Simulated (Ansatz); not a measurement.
Consider the formal exchange of groups at the Si–N bond: `NC(S)N[SiH3]` + `O=CCO` → `O=CC(O)[SiH3]` + `NC(N)S`.

Program: Ansatz. Geometries: PBE0-D4/def2-TZVP. ΔE: electronic, gas phase. CCSD(T)/CBS adds triple-zeta CCSD(T) − MP2 to the extrapolated MP2 energy (def2 sets, frozen cores). DFT in def2-TZVPP. B3LYP here is the variant with VWN-RPA as its local correlation; programs differ in this. Each species was taken in one conformer, which may not be the lowest.

```csv
level,ΔE (kJ/mol),difference from CCSD(T)/CBS
LDA (SPW92),48.2,-10.5
PBE-D4,47.1,-11.6
r2SCAN-D4,53.0,-5.7
B3LYP-D4,58.6,-0.1
r2SCAN0-D4,57.4,-1.3
B2PLYP,59.1,0.4
revPBE,45.1,-13.6
PBE0,52.3,-6.4
r2SCAN0,56.8,-1.9
CAM-B3LYP,60.4,1.7
LC-ωPBE,57.1,-1.6
HF/def2-SVP,71.5,12.8
HF/def2-TZVPP,71.8,13.1
MP2/def2-TZVPP,61.4,2.7
SCS-MP2/def2-TZVPP,63.4,4.7
SCS-MP2/def2-QZVPP,63.5,4.8
CCSD(T)/CBS,58.7,0
```

**Question.** What do rigid-rotor, harmonic-oscillator terms from PBE0-D4/def2-TZVP frequencies (298.15 K, 1 bar) make of the CCSD(T)/CBS value? (Estimate.)

**Answer.** The calculation gave: ΔZPE = +0.5 kJ/mol, ΔH = +59.2 kJ/mol, ΔS = -4 J/(mol·K), ΔG = +60.4 kJ/mol.

Largest T1 diagnostic among the species: 0.015.

From BLYP to BHLYP (50 % exact exchange), in def2-TZVPP and without D4, ΔE moves by +12.1 kJ/mol. Leaving LDA and LC-ωPBE aside and taking each functional with its dispersion term where it has one, the values, not all of them listed here, spread over 18.4 kJ/mol, from PBE-D4 to BHLYP-D4. In def2-TZVPP, CCSD(T) changes the Hartree–Fock value by −12.8 kJ/mol (the triples alone add −2.5 kJ/mol) and MP2 by −10.4 kJ/mol.
